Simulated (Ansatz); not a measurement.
`CCC(F)CC(F)CC(F)CC(C)F`. Charge 0, multiplicity 3. Geometry r2SCAN-D4/def2-SVP, that of the neutral singlet.

```csv
atom,x (Å),y (Å),z (Å)
C1,0.238,4.536,1.339
C2,-0.011,3.932,-0.038
C3,0.511,2.514,-0.187
F4,0.379,2.144,-1.532
C5,-0.218,1.473,0.642
C6,0.348,0.082,0.437
F7,1.677,0.083,0.893
C8,-0.409,-1.008,1.167
C9,0.280,-2.365,1.101
F10,-0.492,-3.261,1.832
C11,0.505,-2.922,-0.300
C12,-0.675,-2.815,-1.253
C13,-0.479,-3.589,-2.537
F14,-1.819,-3.296,-0.614
H15,-0.315,4.006,2.130
H16,-0.080,5.589,1.368
H17,1.308,4.505,1.601
H18,0.485,4.539,-0.815
H19,-1.088,3.935,-0.281
H20,1.591,2.476,0.050
H21,-1.287,1.475,0.362
H22,-0.152,1.728,1.713
H23,0.395,-0.125,-0.647
H24,-1.424,-1.104,0.746
H25,-0.524,-0.734,2.229
H26,1.258,-2.295,1.608
H27,1.370,-2.407,-0.753
H28,0.790,-3.982,-0.185
H29,-0.877,-1.752,-1.489
H30,-0.313,-4.655,-2.317
H31,-1.368,-3.498,-3.178
H32,0.392,-3.206,-3.092
```

At PBE-D4/def2-SVP the highest occupied level of the charge 0 triplet lies above zero (up to 0.35 eV). By energy differences its removal costs 1.57 eV (vertical, to the charge 1 doublet, at PBE-D4/def2-SVP); self-interaction error and the lack of diffuse functions both raise the level. At PBE-D4/def2-SVP the gap within one spin of the charge 0 triplet nearly closes, so an electron or hole may be smeared out by delocalisation error. At PBE0-D4/def2-SVP a singlet of charge 0 lies 8.84 eV below the triplet at the same geometry.

Q: Estimate the α-spin orbital energies around the gap (eV) in Ansatz with PBE-D4/def2-SVP, PBE0-D4/def2-SVP.

A: 
```tsv
orbital	PBE-D4/def2-SVP	PBE0-D4/def2-SVP
HOMO−5	-8.26	-10.06
HOMO−4	-8.01	-9.74
HOMO−3	-7.78	-9.61
HOMO−2	-7.73	-9.13
HOMO−1	-7.66	-9.10
HOMO	0.35	-0.25
LUMO	0.66	1.51
LUMO+1	0.83	1.66
LUMO+2	0.96	1.88
LUMO+3	1.23	2.03
LUMO+4	1.33	2.32
LUMO+5	1.35	2.49
β HOMO	-7.53	-8.96
β LUMO	-7.41	-7.57
```
